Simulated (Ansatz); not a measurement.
Reactions of `C[SiH](F)N[SiH2]O`.

Isolated molecules relaxed with PBE0-D4/def2-TZVP in Ansatz; ΔE leaves out vibrations. CCSD(T)/CBS is the MP2 limit (def2-TZVPP, def2-QZVPP) plus CCSD(T) − MP2 in def2-TZVPP, frozen cores. This one scheme is used for every species. DFT in def2-TZVPP. B3LYP here is the variant with VWN-RPA as its local correlation; programs differ in this. For Ge outer-core shells are correlated without core-valence functions, which leaves a few kJ/mol of doubt a bond. Scalar relativity is left out up to krypton. One conformer a species, not always the lowest.

```tsv
reaction	CCSD(T)/CBS(def2) (kJ/mol)
`C[SiH](F)N[SiH2]O` + H₂ → `C[SiH](F)N[SiH3]` + H₂O	89
`C[SiH](F)N[SiH2]O` + `C[SiH](O)O[SiH2]O` → `C[SiH](F)O[SiH2]O` + `C[SiH](O)N[SiH2]O`	2
`C[SiH](F)N[SiH2]O` + `[SiH3][SiH3]` → `C[SiH2]F` + `O[SiH2]N[SiH2][SiH3]`	?
`C[SiH](F)N[SiH2]O` + `O[SiH2]C#C[SiH3]` → `O[SiH2]C#C[SiH2]O` + `C[SiH](F)N[SiH3]`	19
`C[SiH](F)N[SiH2]O` + `O[SiH](O)[O][AlH2]` → `C[SiH](F)[O][AlH2]` + `O[SiH2]N[SiH](O)O`	?
`C[SiH](F)N[SiH2]O` + `CCCCl` → `C[SiH](F)N[SiH3]` + `CCC(O)Cl`	173
`C[SiH](F)N[SiH2]O` + `C[SiH2]BS` → `C[SiH](F)BS` + `C[SiH2]N[SiH2]O`	?
`C[SiH](F)N[SiH2]O` + `C[SiH2]N[SiH](O)O` → `C[SiH2]N[SiH2]O` + `C[SiH](F)N[SiH](O)O`	0
`C[SiH](F)N[SiH2]O` + `[CH3][GeH]([NH2])[OH]` → `C[SiH2]N[SiH2]O` + `[CH3][Ge]([NH2])([OH])[F]`	73
`C[SiH](F)N[SiH2]O` + H₂O → `C[SiH](O)N[SiH2]O` + H–F	48
```

(1) Fill in the missing values. (An estimate is asked.)

Largest T1 diagnostic: 0.014, for `C[SiH2]BS`.

Answers

(1) Ansatz gave: `C[SiH](F)N[SiH2]O` + `[SiH3][SiH3]` → `C[SiH2]F` + `O[SiH2]N[SiH2][SiH3]`: +33.5 kJ/mol; `C[SiH](F)N[SiH2]O` + `O[SiH](O)[O][AlH2]` → `C[SiH](F)[O][AlH2]` + `O[SiH2]N[SiH](O)O`: -2.6 kJ/mol; `C[SiH](F)N[SiH2]O` + `C[SiH2]BS` → `C[SiH](F)BS` + `C[SiH2]N[SiH2]O`: +29.6 kJ/mol.
